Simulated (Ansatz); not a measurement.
In₅As₆H₁₈⁺, a cluster cut from wurtzite InAs (hydrogen-capped). Total charge 1; singlet. Geometry r2SCAN-D4/def2-SVP.

```xyz
29

As   -1.2908   -0.3109   -2.6817
In    1.1332    0.8836   -2.3511
In   -1.7579    3.2986    0.1018
As    0.7812    2.4150   -0.2560
As    2.3272   -1.3365   -1.3226
In    2.5940    2.0658    1.7306
In   -2.8132   -1.2945   -0.6999
As   -2.7889    0.8278    0.8934
As   -0.9941   -2.9439    0.4269
In    1.6236   -2.5502    0.9675
As    1.6118   -0.4171    2.5462
H    -2.1813    0.6655   -3.4114
H    -1.2104   -1.3504   -3.7754
H     1.8247    1.3326   -3.8534
H    -2.4845    3.3919   -1.4530
H    -1.7967    4.2529    1.5198
H     1.3669    3.6738   -0.8695
H     2.4635   -2.3934   -2.3939
H     3.7974   -1.0305   -1.1683
H     4.0535    1.5335    0.9953
H     2.1959    3.1266    3.0109
H    -4.2614   -2.0857   -1.1533
H    -4.2270    0.9317    1.3443
H    -2.2379    0.3005    2.1991
H    -1.0751   -4.2449   -0.3378
H    -1.6183   -3.4498    1.7063
H     2.4592   -3.9878    1.3724
H     0.2109   -0.3885    3.1147
H     2.2944   -0.9157    3.7983
```

In the def2 sets In takes a core potential; there is no spin–orbit coupling. Single mean-field runs in def2-SVP, def2-TZVP are fitted with def2-universal-jkfit.

Problem. Estimate the orbital energies around the gap (eV) in Ansatz with LDA (SPW92)/def2-TZVP, PBE-D4/def2-TZVP, r2SCAN-D4/def2-TZVP, PBE0-D4/def2-SVP, BHLYP-D4/def2-TZVP.

Solution. 
```json
{"orbital": "HOMO−13", "LDA (SPW92)/def2-TZVP": "-11.44", "PBE-D4/def2-TZVP": "-11.37", "r2SCAN-D4/def2-TZVP": "-11.71", "PBE0-D4/def2-SVP": "-12.56", "BHLYP-D4/def2-TZVP": "-13.66"}
{"orbital": "HOMO−12", "LDA (SPW92)/def2-TZVP": "-11.38", "PBE-D4/def2-TZVP": "-11.30", "r2SCAN-D4/def2-TZVP": "-11.63", "PBE0-D4/def2-SVP": "-12.48", "BHLYP-D4/def2-TZVP": "-13.57"}
{"orbital": "HOMO−11", "LDA (SPW92)/def2-TZVP": "-11.14", "PBE-D4/def2-TZVP": "-11.09", "r2SCAN-D4/def2-TZVP": "-11.41", "PBE0-D4/def2-SVP": "-12.25", "BHLYP-D4/def2-TZVP": "-13.32"}
{"orbital": "HOMO−10", "LDA (SPW92)/def2-TZVP": "-11.05", "PBE-D4/def2-TZVP": "-10.98", "r2SCAN-D4/def2-TZVP": "-11.29", "PBE0-D4/def2-SVP": "-12.12", "BHLYP-D4/def2-TZVP": "-13.19"}
{"orbital": "HOMO−9", "LDA (SPW92)/def2-TZVP": "-10.96", "PBE-D4/def2-TZVP": "-10.90", "r2SCAN-D4/def2-TZVP": "-11.21", "PBE0-D4/def2-SVP": "-12.03", "BHLYP-D4/def2-TZVP": "-13.06"}
{"orbital": "HOMO−8", "LDA (SPW92)/def2-TZVP": "-10.25", "PBE-D4/def2-TZVP": "-10.16", "r2SCAN-D4/def2-TZVP": "-10.44", "PBE0-D4/def2-SVP": "-11.27", "BHLYP-D4/def2-TZVP": "-12.40"}
{"orbital": "HOMO−7", "LDA (SPW92)/def2-TZVP": "-10.19", "PBE-D4/def2-TZVP": "-10.07", "r2SCAN-D4/def2-TZVP": "-10.35", "PBE0-D4/def2-SVP": "-11.16", "BHLYP-D4/def2-TZVP": "-12.26"}
{"orbital": "HOMO−6", "LDA (SPW92)/def2-TZVP": "-10.01", "PBE-D4/def2-TZVP": "-9.92", "r2SCAN-D4/def2-TZVP": "-10.19", "PBE0-D4/def2-SVP": "-10.95", "BHLYP-D4/def2-TZVP": "-11.87"}
{"orbital": "HOMO−5", "LDA (SPW92)/def2-TZVP": "-9.84", "PBE-D4/def2-TZVP": "-9.75", "r2SCAN-D4/def2-TZVP": "-10.01", "PBE0-D4/def2-SVP": "-10.76", "BHLYP-D4/def2-TZVP": "-11.65"}
{"orbital": "HOMO−4", "LDA (SPW92)/def2-TZVP": "-9.80", "PBE-D4/def2-TZVP": "-9.68", "r2SCAN-D4/def2-TZVP": "-9.94", "PBE0-D4/def2-SVP": "-10.67", "BHLYP-D4/def2-TZVP": "-11.58"}
{"orbital": "HOMO−3", "LDA (SPW92)/def2-TZVP": "-9.66", "PBE-D4/def2-TZVP": "-9.56", "r2SCAN-D4/def2-TZVP": "-9.81", "PBE0-D4/def2-SVP": "-10.54", "BHLYP-D4/def2-TZVP": "-11.40"}
{"orbital": "HOMO−2", "LDA (SPW92)/def2-TZVP": "-9.66", "PBE-D4/def2-TZVP": "-9.53", "r2SCAN-D4/def2-TZVP": "-9.78", "PBE0-D4/def2-SVP": "-10.49", "BHLYP-D4/def2-TZVP": "-11.32"}
{"orbital": "HOMO−1", "LDA (SPW92)/def2-TZVP": "-9.36", "PBE-D4/def2-TZVP": "-9.26", "r2SCAN-D4/def2-TZVP": "-9.50", "PBE0-D4/def2-SVP": "-10.21", "BHLYP-D4/def2-TZVP": "-11.07"}
{"orbital": "HOMO", "LDA (SPW92)/def2-TZVP": "-9.14", "PBE-D4/def2-TZVP": "-9.03", "r2SCAN-D4/def2-TZVP": "-9.25", "PBE0-D4/def2-SVP": "-9.95", "BHLYP-D4/def2-TZVP": "-10.79"}
{"orbital": "LUMO", "LDA (SPW92)/def2-TZVP": "-5.56", "PBE-D4/def2-TZVP": "-5.33", "r2SCAN-D4/def2-TZVP": "-5.13", "PBE0-D4/def2-SVP": "-4.54", "BHLYP-D4/def2-TZVP": "-3.77"}
{"orbital": "LUMO+1", "LDA (SPW92)/def2-TZVP": "-5.34", "PBE-D4/def2-TZVP": "-5.11", "r2SCAN-D4/def2-TZVP": "-4.91", "PBE0-D4/def2-SVP": "-4.29", "BHLYP-D4/def2-TZVP": "-3.54"}
{"orbital": "LUMO+2", "LDA (SPW92)/def2-TZVP": "-5.23", "PBE-D4/def2-TZVP": "-5.03", "r2SCAN-D4/def2-TZVP": "-4.86", "PBE0-D4/def2-SVP": "-4.21", "BHLYP-D4/def2-TZVP": "-3.49"}
{"orbital": "LUMO+3", "LDA (SPW92)/def2-TZVP": "-5.21", "PBE-D4/def2-TZVP": "-4.99", "r2SCAN-D4/def2-TZVP": "-4.76", "PBE0-D4/def2-SVP": "-4.20", "BHLYP-D4/def2-TZVP": "-3.45"}
{"orbital": "LUMO+4", "LDA (SPW92)/def2-TZVP": "-5.10", "PBE-D4/def2-TZVP": "-4.87", "r2SCAN-D4/def2-TZVP": "-4.66", "PBE0-D4/def2-SVP": "-4.09", "BHLYP-D4/def2-TZVP": "-3.39"}
{"orbital": "LUMO+5", "LDA (SPW92)/def2-TZVP": "-4.93", "PBE-D4/def2-TZVP": "-4.68", "r2SCAN-D4/def2-TZVP": "-4.48", "PBE0-D4/def2-SVP": "-3.88", "BHLYP-D4/def2-TZVP": "-3.19"}
```
